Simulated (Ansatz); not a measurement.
**Breaking a bond in ZnH2 (SMILES [ZnH2])**

ZnH2: 3 atoms, total charge 0, spin state singlet. As SMILES, `[ZnH2]`. The coordinates come from a PBE0-D4/def2-TZVP relaxation.

```
atom    x (Å)    y (Å)    z (Å)
  Zn  -0.0037  -0.0216  -0.0044
   H   0.5906   1.3242   0.4655
   H  -0.5979  -1.3674  -0.4744
```

The Zn1–H3 distance is scanned; the parts on either side stay rigid. Basis STO-3G, 5 core orbitals frozen in the correlated methods; program Ansatz 0.2.0. FCI is exact within this basis and core. Energies in eV from each method's value at 1.544 Å; methods without a U are spin-restricted; a dash marks a point that is missing or didn't converge. The shape above is that at 1.544 Å.

```
distance (Å)  SVWN5   PBE  BLYP  revPBE
       1.544   0.00  0.00  0.00    0.00
       1.930   1.63  1.53  1.53    1.49
       2.317   3.17     –     –    2.90
       3.089   5.12  4.76  4.60    4.63
       3.861   5.85  5.44  5.26    5.27
```

Question: Estimate the FCI curve, and say how far off each method is.

Answer: 
| distance (Å) | FCI |
| --- | --- |
| 1.544 | 0.00 |
| 1.930 | 1.04 |
| 2.317 | 1.92 |
| 3.089 | 1.93 |
| 3.861 | 1.92 |

Departure from the FCI curve at its largest: SVWN5 +3.92 eV at 3.86 Å; PBE +3.52 eV at 3.86 Å; BLYP +3.33 eV at 3.86 Å; revPBE +3.35 eV at 3.86 Å. Restricted functionals keep the electrons paired too, and rise too high.
